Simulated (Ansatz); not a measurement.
Reactions of C2H5FOSi (`FC1CO[SiH2]1`).

Gas-phase electronic energies from Ansatz, PBE0-D4/def2-TZVP geometries. CBS: MP2 limit from def2 TZ/QZ plus the TZ coupled-cluster correction, frozen cores. This one scheme is used for every species, atoms too. DFT in def2-TZVPP. B3LYP here is the variant with VWN-RPA as its local correlation; programs differ in this. No spin–orbit coupling; open shells (•) take unrestricted orbitals. Spin–orbit coupling would lower the free atoms: a little for C, F, O, Si. Bonds to Br are less sure, by a few kJ/mol each and by 10 to 20 or more in all where they break to atoms, as the def2 sets lack core-valence functions. Scalar relativity is left out up to krypton. Each species was taken in one conformer, which may not be the lowest.

| reaction | B3LYP-D4 (kcal/mol) | HF/CBS(def2) (kcal/mol) | CCSD(T)/CBS(def2) (kcal/mol) |
| --- | --- | --- | --- |
| `FC1CO[SiH2]1` + HBr → `BrC1CO[SiH2]1` + H–F | -8.6 | -5.7 | -12.4 |
| `FC1CO[SiH2]1` → `C=CO[SiH2]F` | -56.4 | -61.8 | -56.2 |
| `FC1CO[SiH2]1` + H₂ → `C1C[SiH2]O1` + H–F | -26.8 | -29.7 | -30.6 |
| `FC1CO[SiH2]1` → 2 C• + F• + 5 H• + O• + Si• | 901.2 | 648.5 | 904.8 |
| `FC1CO[SiH2]1` → `C[C@H]1O[Si@H]1F` | -39.9 | -37.5 | -41.6 |

Largest T1 diagnostic: 0.013, for `C[C@H]1O[Si@H]1F`.
